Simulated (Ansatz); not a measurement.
CH$_{7}$GeSi (`[SiH2][CH2][GeH3]`) radical. Total charge 0; spin multiplicity 2.

Z-matrix (Å, degrees):
```
C
Ge 1 1.967
Si 1 1.868 2 112.7
H 1 1.093 2 108.1 3 121.9
H 1 1.093 2 108.1 3 -121.9
H 2 1.538 1 109.6 3 -59.7
H 2 1.541 1 110.3 3 -179.8
H 2 1.538 1 109.6 3 60.1
H 3 1.491 1 111.1 2 61.1
H 3 1.491 1 111.1 2 -60.8
```

(1) What are the harmonic wavenumbers in cm⁻¹ at PBE0-D4/def2-TZVP (Ansatz, finite differences of forces, unscaled)? (An estimate is asked.)

(2) Is this a minimum?

(3) Give the ideal-gas thermochemistry at 298.15 K and 1 bar (rigid rotor, harmonic oscillator; point group Cs, symmetry number 1).

## Answers

(1) Computed: 85, 144, 149, 451, 504, 544, 565, 706, 744, 798, 839, 882, 885, 918, 1024, 1052, 1393, 2132, 2155, 2158, 2184, 2208, 3073, 3133.

(2) Yes, all 24 modes are real.

(3) Zero-point energy 171.8 kJ/mol; H(298) − E = 191.0 kJ/mol; entropy 338.2 J/(mol·K), of which translation 168.5, rotation 108.3, vibration 55.5, electronic 5.8; G(298) − E = 90.1 kJ/mol. Modes under 100 cm⁻¹ are hindered rotations or soft bends, so the harmonic entropy is rough.
